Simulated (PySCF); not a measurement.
Predicted microwave data (PBE0-D3(BJ)/def2-SVP geometry optimisation, gas phase in PySCF) for one isomer of C6H5F:

```
Rotational constants : A = 6347, B = 1457, C = 1287 MHz
Dipole components    : |μa| = 0.72 D, |μb| = 2.27 D, |μc| = 0.01 D
Inertial defect      : -33.96 u·Å²
κ                    : -0.93
```

Question: Which candidate fits, each taken in the one conformer that was computed?
A. `FC=C1C=CC=C1`
B. `CC#CC1(F)C=C1`
C. `F[C@]12C=C[C@H]1C=C2`
D. `c1ccc(F)cc1`
E. `C#C[C@@H]1C/C1=C/F`

Answer: B. It is CC#CC1(F)C=C1, a near-prolate asymmetric top. The candidates at the same level (rigid rotor, commonest isotopes):

| SMILES | A (MHz) | B (MHz) | C (MHz) | μa (D) | μb (D) | μc (D) | Δ (u·Å²) | point group | rotor |
| --- | --- | --- | --- | --- | --- | --- | --- | --- | --- |
| CC#CC1(F)C=C1 | 6347 | 1457 | 1287 | 0.72 | 2.27 | 0.01 | -33.96 | – | near-prolate asymmetric top |
| C#C[C@@H]1C/C1=C/F | 4364 | 1818 | 1378 | 0.00 | 1.69 | 0.39 | -27.02 | C1 | asymmetric top |
| FC=C1C=CC=C1 | 7453 | 1936 | 1537 | 0.15 | 1.02 | 0.00 | 0.00 | Cs | asymmetric top |
| F[C@]12C=C[C@H]1C=C2 | 3980 | 3664 | 2462 | 1.74 | 0.00 | 0.60 | -59.64 | Cs | asymmetric top |
| Fc1ccccc1 | 5682 | 2574 | 1772 | 1.35 | 0.00 | 0.00 | 0.00 | C2v | asymmetric top |

`Fc1ccccc1` has B 77 % too high; `F[C@]12C=C[C@H]1C=C2` has B 152 % too high; `FC=C1C=CC=C1` has B 33 % too high; `C#C[C@@H]1C/C1=C/F` has A 31 % too low. No structure here is proved a minimum.
